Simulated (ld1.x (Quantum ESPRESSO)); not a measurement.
## An all-electron radial function and its pseudo partner (Co (Z = 27))

Columns: radius, all-electron u(r) and pseudo u(r) of the 4s shell (level -5.79 eV) of cobalt in the configuration [Ne] 3s2 3p6 3d7 4s1.75 4p0.25; PBE, scalar-relativistic, ultrasoft scheme, ld1.x (Quantum ESPRESSO) 7.5.

| r (bohr) | all-electron | pseudo |
| --- | --- | --- |
| 0.103 | -0.0842 | -0.0227 |
| 0.205 | -0.1522 | -0.0459 |
| 0.308 | 0.0057 | -0.0705 |
| 0.410 | 0.1713 | -0.0965 |
| 0.513 | 0.2624 | -0.1249 |
| 0.615 | 0.2720 | -0.1554 |
| 0.718 | 0.2221 | -0.1887 |
| 0.820 | 0.1377 | -0.2240 |
| 0.923 | 0.0362 | -0.2618 |
| 1.025 | -0.0678 | -0.3010 |
| 1.128 | -0.1686 | -0.3416 |
| 1.230 | -0.2600 | -0.3823 |
| 1.332 | -0.3409 | -0.4226 |
| 1.435 | -0.4113 | -0.4621 |
| 1.538 | -0.4706 | -0.4994 |
| 1.640 | -0.5188 | -0.5334 |
| 1.743 | -0.5578 | -0.5640 |
| 1.845 | -0.5878 | -0.5897 |
| 1.948 | -0.6103 | -0.6106 |
| 2.050 | -0.6259 | -0.6259 |
| 2.153 | -0.6356 | -0.6356 |
| 2.255 | -0.6400 | -0.6400 |
| 2.358 | -0.6400 | -0.6400 |
| 2.460 | -0.6362 | -0.6362 |
| 2.562 | -0.6292 | -0.6292 |
| 2.665 | -0.6193 | -0.6193 |

(1) How many radial nodes do the two functions have?

(2) At about which radius was the pseudo-wave matched?

(3) Is the pseudo-wave norm-conserving?

Answers

(1) The all-electron 4s function has n − l − 1 = 3 (the table is too coarse to show those close to the nucleus); the pseudo-wave has 0, since the states of the same l below it are removed with the core.

(2) 2.05 bohr, where the columns begin to agree (steps of 0.10 bohr).

(3) No, it belongs to an ultrasoft set: the norm inside the radius is not constrained, and the difference is carried by the augmentation charge.
